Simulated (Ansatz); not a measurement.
## Loss of NH3: GeH2(NH2)2 → GeH(NH2) + NH3

Species: GeH2(NH2)2, singlet; GeH(NH2), singlet; NH3 (ammonia) `N`, singlet. 

Shapes, held fixed at every level: PBE0-D4/def2-TZVP. Flexible molecules stand in one conformer, not always the lowest. Programs: Ansatz 0.2.0. The zero-point and thermal change to 298 K, harmonic and unscaled (PBE0-D4/def2-TZVP), is +2.2 kJ/mol.

```
                level                   kind  ΔH(298 K) (kJ/mol)  less CCSD(T)/def2-TZVPP
          HF/def2-SVP           Hartree–Fock               +92.0                    -10.4
     SPW92/def2-TZVPP                    LDA              +109.4                     +7.0
   PBE0-D4/def2-TZVPP          global hybrid               +96.0                     -6.4
r2SCAN0-D4/def2-TZVPP          global hybrid              +106.6                     +4.2
         MP2/def2-SVP    perturbation theory              +106.6                     +4.2
     CCSD(T)/def2-SVP  coupled cluster or CI               +89.6                    -12.8
        CCSD/def2-SVP  coupled cluster or CI               +90.2                    -12.2
   CCSD(T)/def2-TZVPP  coupled cluster or CI              +102.4                      0.0
```

The highest level, CCSD(T)/def2-TZVPP, gives ΔH(298 K) = +102.4 kJ/mol; the levels span +89.6 to +109.4. The column of differences is taken from that level and isn't an error. No measured value is set beside it here. Relativity is left out for Ge unless named. Correlated rows may include outer-core shells of Ge, which these sets cover unevenly.
